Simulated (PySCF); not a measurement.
Computed shifts of a molecule C₃H₆O₂Si, PySCF with PBE/pcSseg-1, GIAO, gas phase, atoms alike by connectivity averaged where their shifts nearly agree, in ppm (number of nuclei): ¹³C: 175.6 (1), 32.4 (1), 9.1 (1). ²⁹Si: 5.8 (1). ¹H: 5.52 (2), 2.75 (1), 2.59 (1), 1.65 (1), 1.42 (1). References: ¹⁷O against H2O (σ = 334.3 ppm); ¹³C against TMS (σ = 182.0 ppm); ²⁹Si against TMS (σ = 335.4 ppm); ¹H against TMS (σ = 31.49 ppm), references at their B3LYP-D3(BJ)/def2-TZVP geometries, non-relativistic. Geometry: B3LYP-D3(BJ)/def2-SVP. One conformer was computed; it need not be the lowest.

**Question.** Which molecule gave these data?
A. C1=CO[SiH2]OC1
B. CC(=O)[SiH2]C=O
C. C=C[SiH2]C(=O)O
D. O=C1CC[SiH2]O1

**Answer.** D, O=C1CC[SiH2]O1
